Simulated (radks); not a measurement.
Results of a calculation; reference values are marked as such.
Ionisation of neutral rubidium, [Kr] 5s1, to [Kr] as the strength of local exchange is varied. Code: a radial shooting solver on a logarithmic mesh with Libxc functionals. Model: Dirac Kohn-Sham, Slater X-alpha exchange (alpha = 2/3 is LDA exchange), no correlation, spin-unpolarised, spherical densities, point nucleus.

alpha  E(Rb) (hartree)  exchange (hartree)  IE (eV)  -e of the level emptied (eV)  <r> of it (bohr)
0.622      -2968.26629           -87.31888    3.449                 1.574 (5s1/2)             5.523
0.636      -2970.23229           -89.34082    3.494                 1.614 (5s1/2)             5.486
0.667      -2974.59000           -93.82681    3.594                 1.705 (5s1/2)             5.406
0.784      -2991.09182          -110.86731    3.987                 2.067 (5s1/2)             5.129
0.791      -2992.08187          -111.89232    4.011                 2.090 (5s1/2)             5.113
0.896      -3006.96978          -127.34162    4.381                 2.441 (5s1/2)             4.895
0.903      -3007.96479          -128.37652    4.406                 2.465 (5s1/2)             4.881
1.016      -3024.07005          -145.16826    4.824                 2.869 (5s1/2)             4.672

NIST Atomic Spectra Database: 4.177 eV (measured). The Delta-SCF value meets it near alpha = 0.84. Spin polarisation and multiplet splitting are left out, so open shells lie too high by an amount that depends on their filling.

Beside tabulated values, note that spin-unpolarised runs miss the spin-polarisation part of the exchange energy of open shells.
